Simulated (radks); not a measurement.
Problem. The mean radii <r> (bohr) of the occupied orbitals of an atom or ion are listed with their occupations. All-electron calculation, non-relativistic Kohn-Sham, PBE, spin-polarised, spherical densities, point nucleus. Program: a radial shooting solver on a logarithmic mesh with Libxc functionals.

| orbital | occ. | <r> |
|---|---|---|
| 1s down | 1 | 0.05691 |
| 1s up | 1 | 0.05691 |
| 2s up | 1 | 0.2588 |
| 2s down | 1 | 0.2585 |
| 2p up | 3 | 0.2264 |
| 2p down | 3 | 0.2260 |
| 3s up | 1 | 0.7828 |
| 3s down | 1 | 0.7850 |
| 3p up | 3 | 0.8188 |
| 3p down | 3 | 0.8228 |
| 3d up | 5 | 1.003 |
| 3d down | 2 | 1.039 |

Name the element and its charge. Open shells, if any, are filled with parallel spins first.

Solution. Z = 27, cobalt, charge +2: Co2+ in [Ar] 3d7. The 1s radius gives Z: for a bare nucleus <r> = 1.5/Z, 0.05556 bohr for Z = 27, and screening makes it slightly larger (0.05691 here). The occupations add up to 25, and the charge is Z minus that.
